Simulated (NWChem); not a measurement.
GeHSI, singlet; SMILES [SH][Ge][I]

```xyz
4

Ge     0.7970    -1.0641     0.0000
I     -0.1091     1.3353     0.0000
S     -1.1924    -2.0870     0.0000
H     -0.6442    -3.3261     0.0000
```
Atoms are numbered in this order, from 1.

Program: NWChem. Low-valent species are run as closed-shell singlets; no triplet was tried in these runs. Structure relaxed at the PBE0/def2-SVP level. def2 effective core potentials on I; no spin-orbit coupling. Hybrids' shares of exact exchange are those that their runs print; pure functionals count as 0. The functionals differ in more than this share.

| row | share of exact exchange | highest occupied level (eV) |
|---|---|---|
| PBE/def2-SVP | 0.00 | -6.03 |
| KT2/def2-SVP | 0.00 | -6.09 |
| B3LYP/def2-SVP | 0.20 | withheld |
| PW6B95/def2-SVP | 0.28 | -7.11 |
| BHandHLYP/def2-SVP | 0.50 | -7.93 |

Problem. Fit a straight line of the last column on the one before it, predict the withheld value, and compare with the run.

Solution. 
1. Means of the 4 shown rows: x = 0.195, y = -6.790. Slope Σ(x − x̄)(y − ȳ)/Σ(x − x̄)² = -0.6596/0.1763 = -3.741; intercept -6.061.
2. The shown rows scatter about the line by 0.021 (root mean square); the largest residual is +0.03, at PBE/def2-SVP.
3. At x = 0.20 (B3LYP/def2-SVP; inside the shown range) the line gives -6.81.
4. The run gives -6.82, -0.01 from the line, 0.5 times the scatter.
